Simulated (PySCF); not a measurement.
H8N4Si, SMILES N[Si](N)(N)N. Atoms are numbered in the order given.

```xyz
13

N      1.3402    -0.1934     1.0847
Si     0.0000     0.0000     0.0000
N      0.1934     1.3402    -1.0847
N     -1.3402     0.1934     1.0847
N     -0.1934    -1.3402    -1.0847
H      2.2837    -0.1884     0.7095
H      1.2634    -0.8559     1.8510
H      0.1884     2.2837    -0.7095
H      0.8559     1.2634    -1.8510
H     -2.2837     0.1884     0.7095
H     -1.2634     0.8559     1.8510
H     -0.8559    -1.2634    -1.8510
H     -0.1884    -2.2837    -0.7095
```

Geometry optimised at B3LYP-D3(BJ)/def2-SVP. One conformer was computed; it need not be the lowest.

All values below come from PBE/def2-TZVP run with PySCF.

ESP charges are fitted to the potential on shells at 1.4 to 2.0 van der Waals radii. Atomic charges (e):

| atom | ESP fit | Löwdin | Mulliken | IAO |
|---|---|---|---|---|
| N1 | -1.10 | ? | -0.57 | -0.87 |
| Si2 | 1.31 | ? | 0.51 | 1.38 |
| N3 | -1.10 | ? | -0.57 | -0.87 |
| N4 | -1.10 | ? | -0.57 | -0.87 |
| N5 | -1.10 | ? | -0.57 | -0.87 |
| H6 | 0.37 | ? | 0.22 | 0.26 |
| H7 | 0.40 | ? | 0.22 | 0.27 |
| H8 | 0.37 | ? | 0.22 | 0.26 |
| H9 | 0.40 | ? | 0.22 | 0.27 |
| H10 | 0.37 | ? | 0.22 | 0.26 |
| H11 | 0.40 | ? | 0.22 | 0.27 |
| H12 | 0.40 | ? | 0.22 | 0.27 |
| H13 | 0.37 | ? | 0.22 | 0.26 |

**Question.** Fill in the missing entries. (An estimate is asked for; the answer gives what the named calculation found.)

**Answer.** 
- N1, Löwdin: -0.25
- Si2, Löwdin: -0.23
- N3, Löwdin: -0.25
- N4, Löwdin: -0.25
- N5, Löwdin: -0.25
- H6, Löwdin: 0.15
- H7, Löwdin: 0.15
- H8, Löwdin: 0.15
- H9, Löwdin: 0.15
- H10, Löwdin: 0.15
- H11, Löwdin: 0.15
- H12, Löwdin: 0.15
- H13, Löwdin: 0.15

Computed Mayer and Wiberg (Löwdin basis) orders of the bonds:
```tsv
bond	Mayer	Wiberg
N1–Si2	1.16	1.47
Si2–N3	1.16	1.47
Si2–N4	1.16	1.47
Si2–N5	1.16	1.47
N1–H6	0.92	0.96
N1–H7	0.92	0.96
N3–H8	0.92	0.96
N3–H9	0.92	0.96
N4–H10	0.92	0.96
N4–H11	0.92	0.96
N5–H12	0.92	0.96
N5–H13	0.92	0.96
```
